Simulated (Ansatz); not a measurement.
A nudged elastic band was laid between two geometries of BF$_{2}$H$_{3}$O (7 atoms, charge 0, multiplicity 1).

These are results of RKS PBE-D4/def2-SVP in Ansatz 0.2.0, not measurements.

```
movable images  : 5
climbing image  : yes
spring          : 5.0 eV/Å²
optimiser       : quadratic models (default)
start path      : through a guess of the saddle point
force threshold : 0.05 eV/Å
iteration limit : 60
end points      : relaxed
```

First end point:

```xyz
7
Properties=species:S:1:pos:R:3
B 0.053 0.008 0.078
F -0.073 0.521 1.343
H 1.089 0.218 -0.526
F -1.116 -0.034 -0.636
O 0.184 -1.748 0.502
H -0.661 -2.096 0.145
H 0.054 -1.722 1.474
```

Last end point:

```xyz
7
Properties=species:S:1:pos:R:3
B 0.051 -0.429 -0.443
F -0.038 -0.037 2.247
H 1.059 0.229 -0.539
F -1.102 -0.011 -0.969
O 0.108 -1.661 0.160
H -0.758 -2.115 0.128
H 0.209 -0.830 1.797
```

(1) Which bonds break or form, and what moves?

(2) What energy profile does the band end with?

(3) What is the geometry of the highest image?

(4) What are the harmonic wavenumbers there?

Answers

(1) Bonds broken: B1–F2, O5–H7. Bonds formed: F2–H7. BF2H3O becomes BFH2O + FH.

(2) It converged. The highest image is number 3 of 0 to 6, 17.8 kcal/mol above the first end and 8.2 kcal/mol above the last; the last end lies 9.7 kcal/mol above the first. A vibrational analysis at the climbing image gives one clearly imaginary mode, 721i cm⁻¹: a first-order saddle point. The orbitals stay closed-shell, which can raise the energy where a bond breaks towards radicals; this wasn't checked here.

```json
{"image": "0", "path coordinate (Å)": "0.00", "energy (kcal/mol)": "0.0", "B1–F2 (Å)": "1.37", "O5–H7 (Å)": "0.98", "F2–H7 (Å)": "2.25"}
{"image": "1", "path coordinate (Å)": "0.32", "energy (kcal/mol)": "1.7", "B1–F2 (Å)": "1.40", "O5–H7 (Å)": "0.99", "F2–H7 (Å)": "1.83"}
{"image": "2", "path coordinate (Å)": "0.65", "energy (kcal/mol)": "9.6", "B1–F2 (Å)": "1.50", "O5–H7 (Å)": "1.06", "F2–H7 (Å)": "1.44"}
{"image": "3", "path coordinate (Å)": "0.97", "energy (kcal/mol)": "17.8", "B1–F2 (Å)": "1.69", "O5–H7 (Å)": "1.31", "F2–H7 (Å)": "1.12"}
{"image": "4", "path coordinate (Å)": "1.34", "energy (kcal/mol)": "13.3", "B1–F2 (Å)": "2.03", "O5–H7 (Å)": "1.63", "F2–H7 (Å)": "0.97"}
{"image": "5", "path coordinate (Å)": "1.70", "energy (kcal/mol)": "10.2", "B1–F2 (Å)": "2.42", "O5–H7 (Å)": "1.82", "F2–H7 (Å)": "0.95"}
{"image": "6", "path coordinate (Å)": "2.06", "energy (kcal/mol)": "9.7", "B1–F2 (Å)": "2.72", "O5–H7 (Å)": "1.84", "F2–H7 (Å)": "0.95"}
```

(3) 
```xyz
7
Properties=species:S:1:pos:R:3
B 0.064 -0.275 -0.062
F -0.038 0.079 1.586
H 1.077 0.242 -0.476
F -1.130 0.027 -0.614
O 0.175 -1.716 0.357
H -0.653 -2.183 0.128
H 0.034 -1.029 1.461
```

(4) 721i, 324, 412, 475, 647, 775, 882, 950, 1047, 1180, 1209, 1293, 1969, 2622, 3695 cm⁻¹.

Run time: 45 s on 2 threads of Arm Neoverse V1 (shared host), peak memory 0.12 GiB.
